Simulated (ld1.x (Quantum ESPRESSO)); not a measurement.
## u(r) = r·R(r): atom against pseudo-atom (promethium)

Columns: radius, all-electron u(r) and pseudo u(r) of the 4f shell (level -2.15 eV) of promethium in the configuration [Kr] 4d10 4f5 5s2 5p6 5d0 6s2 6p0; PBE, scalar-relativistic, RRKJ scheme, ld1.x (Quantum ESPRESSO) 7.5.

| r (bohr) | all-electron | pseudo |
| --- | --- | --- |
| 0.155 | 0.1683 | 0.0353 |
| 0.310 | 0.6045 | 0.3647 |
| 0.465 | 0.8929 | 0.8927 |
| 0.620 | 0.9794 | 1.0823 |
| 0.775 | 0.9466 | 0.9718 |
| 0.930 | 0.8650 | 0.8650 |
| 1.085 | 0.7708 | 0.7708 |
| 1.240 | 0.6794 | 0.6794 |
| 1.395 | 0.5960 | 0.5960 |
| 1.550 | 0.5218 | 0.5218 |
| 1.705 | 0.4569 | 0.4569 |
| 1.860 | 0.4004 | 0.4004 |
| 2.015 | 0.3515 | 0.3515 |
| 2.170 | 0.3094 | 0.3094 |
| 2.325 | 0.2731 | 0.2731 |
| 2.480 | 0.2419 | 0.2419 |
| 2.635 | 0.2150 | 0.2150 |
| 2.790 | 0.1917 | 0.1917 |
| 2.945 | 0.1716 | 0.1716 |
| 3.100 | 0.1541 | 0.1541 |
| 3.255 | 0.1389 | 0.1389 |
| 3.410 | 0.1256 | 0.1256 |
| 3.565 | 0.1139 | 0.1139 |
| 3.720 | 0.1036 | 0.1036 |
| 3.875 | 0.0944 | 0.0944 |
| 4.030 | 0.0863 | 0.0863 |

Question: How many radial nodes do the two functions have?

Answer: The all-electron 4f function has n − l − 1 = 0; the pseudo-wave has 0.

Question: At about which radius was the pseudo-wave matched?

Answer: 0.95 bohr, where the columns begin to agree (steps of 0.15 bohr).

Question: Is the pseudo-wave norm-conserving?

Answer: Yes: the RRKJ scheme keeps the norm inside the radius equal to the all-electron one, which fixes the energy derivative of the logarithmic derivative at the level.
